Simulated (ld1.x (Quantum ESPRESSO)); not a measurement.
The numbers below are computed, except where a source is named.
# Potentials for In compared

Generated with ld1.x 7.5 (TM, RRKJ, ultrasoft, PAW), atompaw 4.2 or ONCVPSP 4.0.1. The cutoff is in Ry: for ld1.x and atompaw files where the sum of valence levels is converged to 10 mRy in a Bessel basis, for ONCV files where the hardest occupied wave has 1 mHa per electron of residual kinetic energy. The error is the largest all-electron minus pseudo excitation energy over each file’s own four to seven test configurations (ionisations up to +4, promotions, holes and added fractions of an electron), all of which were solved. The labels leave out finer settings (local radius, basis sizes, second energies), which also bear on the numbers. Spin-polarised tests are not counted. The rows are a selection from randomly drawn settings: files with unsolved tests, undetermined cutoffs or missed reference levels are left out.

A true bound ghost makes a file unfit for plane-wave use even where its test errors are small: the radial tests pick states by their node count and pass the ghost by.

| potential | cutoff (Ry) | largest error (meV) | bound ghosts |
| --- | --- | --- | --- |
| ultrasoft, PBE, scalar-relativistic, rc 2.25/2.50/0.95 (spd), local smoothed, core correction yes, reference 4d10 5s1.5 5p0 | 120 | -245 | s |
| PAW, PBE, scalar-relativistic, rc 2.45/2.55/1.50 (spd), local smoothed, core correction yes, reference 4d10 5s2 5p1 | 60 | -303 | none |
| TM, PBE, scalar-relativistic, rc 2.06/2.48/1.14 (spd), local p, core correction yes, reference 4d10 5s2 5p0.5 | 90 | -356 | none |

Fill in the row for In: PAW, PBE, scalar-relativistic, rc 3.02/3.36/2.34 (spd), local smoothed, core correction yes, reference 4d10 5s1 5p2.

cutoff 18 Ry, largest error -436 meV, bound ghosts: s.

Fill in the row for In: PAW, PBEsol, scalar-relativistic, rc 2.20/2.40 (sp), local smoothed, core correction yes, reference 5s1 5p0.

cutoff 6 Ry, largest error -222 meV, bound ghosts: none.

Fill in the row for In: TM, LDA (PZ), scalar-relativistic, rc 1.80/3.15/1.75 (spd), local smoothed, core correction yes, reference 4d10 5s2 5p1.

cutoff 70 Ry, largest error -60 meV, bound ghosts: s.
